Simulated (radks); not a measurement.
Question: The mean radii <r> (bohr) of the occupied orbitals of an atom or ion are listed with their occupations. Method: Dirac Kohn-Sham, BLYP, spin-unpolarised, spherical densities, finite nucleus; Fermi nuclear charge, rms radius of each element as measured or else 0.836 A^(1/3) + 0.57 fm; computed with a radial shooting solver on a logarithmic mesh with Libxc functionals.

orbital  occ.      <r>
1s1/2       2  0.01627
2s1/2       2  0.06564
2p1/2       1  0.05349

Name the element and its charge. Open shells, if any, fill j = l - 1/2 first.

Answer: Z = 81, thallium, charge +76: Tl76+ in [He] 2s2 2p1. The 1s radius gives Z: for a bare nucleus <r> = (2 gamma + 1)/(2Z) with gamma = sqrt(1 - (Z/c)^2), 0.01613 bohr for Z = 81, and screening makes it slightly larger (0.01627 here). The occupations add up to 5, and the charge is Z minus that.
